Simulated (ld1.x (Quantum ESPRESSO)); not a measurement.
## Varying the TM potential for cobalt

Base potential:

ld1.x (Quantum ESPRESSO) 7.5 input, shortened:

```
&input
   title='Co', zed=27., rel=1, dft='PBESOL', iswitch=3,
   config='[Ar] 3d7 4s2 4p0'
 /
 &inputp
   pseudotype=2, tm=.true., lloc=0,
   nlcc=.false.
 /
3
3P  2  1   6.00   0.00  1.25  1.25  0.0
3D  3  2   7.00   0.00  1.10  1.10  0.0
3S  1  0   2.00   0.00  1.30  1.30  0.0
 &test
   configts(1)='3s2 3p6 3d7 4s2 4p0'
 /
```

Occupied shells without a wave of their own: 4s. They enter only through the test configuration that unscreens the potential.

Cutoffs, loose and tight: the cutoffs (Ry, on a coarse ladder) from which the occupation-weighted sum of valence levels, in a spherical-Bessel basis at the reference potential, stays within 10 and 1 mRy of its value at 400 Ry. They do not see the model core or the augmentation charge, which bear on the density cutoff. Test errors are all-electron minus pseudo excitation energies from the reference, over the configurations 3s2 3p6 3d7 4s1 4p0; 3s2 3p6 3d7 4s0 4p0; 3s2 3p6 3d6 4s0 4p0; 3s2 3p6 3d6 4s2 4p1; 3s2 3p6 3d7 4s1 4p1; 3s2 3p6 3d5 4s0 4p0; 3s2 3p6 3d8 4s0 4p0. A dash means not determined; rows that change the core or the reference have their own tests.

Cutoffs are not given where the Bessel-basis levels miss the radial ones by over 6 mRy, ghosts where they miss by over 20 mRy; a channel whose overlap is not positive is not tested.

| change | outcome | cutoff, loose | cutoff, tight | bound ghosts | largest test error (meV) |
| --- | --- | --- | --- | --- | --- |
| base | generated, misses its reference levels by 1.02 eV | 180 Ry | 260 Ry | none | -6767 |
| all radii scaled by about 0.76 (s 0.98, p 0.94, d 0.84 bohr) | generated, misses its reference levels by 0.22 eV | 260 Ry | over 300 Ry | none | -1506 |
| all radii scaled by about 0.90 (s 1.18, p 1.12, d 1.00 bohr) | generated, misses its reference levels by 0.62 eV | 200 Ry | 300 Ry | none | -4204 |
| all radii scaled by about 1.04 (s 1.34, p 1.30, d 1.14 bohr) | generated, misses its reference levels by 1.27 eV | 180 Ry | 260 Ry | none | -8265 |
| all radii scaled by about 1.17 (s 1.52, p 1.46, d 1.28 bohr) | generated, misses its reference levels by 1.98 eV | 140 Ry | 230 Ry | none | -12505 |
| all radii scaled by about 1.23 (s 1.60, p 1.54, d 1.36 bohr) | generated, misses its reference levels by 2.26 eV | – | – | none | -14203 |
| all radii scaled by about 1.33 (s 1.74, p 1.66, d 1.46 bohr) | failed: run_pseudo: Errors in PS-KS equation | – | – | – | – |
| all radii scaled by about 1.39 (s 1.80, p 1.74, d 1.52 bohr) | failed: run_pseudo: Errors in PS-KS equation | – | – | – | – |

Problem. What comes out with this change to the base: all radii scaled by about 1.11 (s 1.44, p 1.38, d 1.22 bohr)?

Solution. outcome: generated, misses its reference levels by 1.53 eV; cutoff, loose: 160 Ry; cutoff, tight: 260 Ry; bound ghosts: none; largest test error (meV): -9810.

Problem. What comes out with this change to the base: all radii scaled by about 0.82 (s 1.06, p 1.02, d 0.90 bohr)?

Solution. outcome: generated, misses its reference levels by 0.35 eV; cutoff, loose: 230 Ry; cutoff, tight: over 300 Ry; bound ghosts: none; largest test error (meV): -2397.

Reading the sweep of the scale of all radii (base = 1) (base included, trends over the rows without a ghost): The loose cutoff falls from 260 Ry at 0.76 to 140 Ry at 1.17. A larger radius leaves more room for a smooth pseudo-wave, so fewer plane waves are needed; a smaller one forces it to follow the all-electron wave where it bends sharply. The median size of the test errors (rows with all tests solved) rises from 435.8 meV at 0.76 to 4483.5 meV at 1.23. More of the atom is replaced by a form fitted at one configuration, so other configurations suffer as the radius grows. The generation fails at 1.33, 1.39.
